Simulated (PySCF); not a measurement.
# Vibration and rotation of LiI⁻

UHF-CCSD(T) constants of LiI⁻, ²Σ⁺ (doublet), unpaired electrons σ ↑ (PySCF, scalar-relativistic core potentials, basis sets Li def2-SVPD, I def2-SVPD with ECP28; masses 7.0160 and 126.9045 u):

```
ωe            : 334.3 cm⁻¹
ωexe          : 3.65 cm⁻¹
Be            : 0.37117 cm⁻¹
αe            : 0.00573 cm⁻¹
De to Li + I⁻ : 1.23 eV
```

What force constant and bond length do these constants imply?

Reduced mass μred = 6.6484 u; k = 5.8918×10⁻⁷·μred·ωe² (u, cm⁻¹, mdyn/Å) = 0.438 mdyn/Å; Re = √(16.8576/(μred·Be)) (u, cm⁻¹, Å) = 2.614 Å.

Estimate the centrifugal constant D from the Kratzer relation and find the Dunham coefficient a1.

D = 4Be³/ωe² = 1.83e-06 cm⁻¹; a1 = −1 − αeωe/(6Be²) = -3.32.

Correlated steps freeze 4 core orbitals. Correlated levels converge slowly with the basis: in double zeta they bind strong bonds too weakly, by up to about 1 eV, and carry superposition errors of some tenths. Spin–orbit coupling is left out. For an ion De counts to the pair picked by the measured ionisation energies or electron affinities, which need not be the lowest pair at this level. The state is the lowest determinant that a PBE0 search found; another state may lie lower at other levels.
